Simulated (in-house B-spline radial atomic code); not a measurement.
Configurations of F, with energies counted from [He] 2s2 2p5. Method: scalar-relativistic (X2C) BHandHLYP, spin-polarised, spherical fractional occupations, exact exchange averaged over the configuration, Fermi nucleus of rms radius 2.8976 fm. Calculated with a radial B-spline atomic code at the basis-set limit. Shells without spins written out take the highest spin.

Occupations are held fixed; configurations that lie above the ionisation limit could autoionise.

```tsv
configuration	E - E(ref) (eV)	highest orbital	its <r> (bohr)
[He] 2s2 2p4 3d1	15.801	3d up	10.17
[He] 2s1 2p5 3p1	34.617	3p up	5.989
[He] 2s1 2p5 3d1	36.084	3d up	10.12
```

Order these further configurations by energy, lowest first.
A. [He] 2s2 2p4 3s1
B. [He] 2s2 2p4 3p1
C. [He] 2s1 2p5 3s1
D. [He] 2s1 2p6

A (12.567 eV), B (14.352 eV), D (21.201 eV), C (32.807 eV).
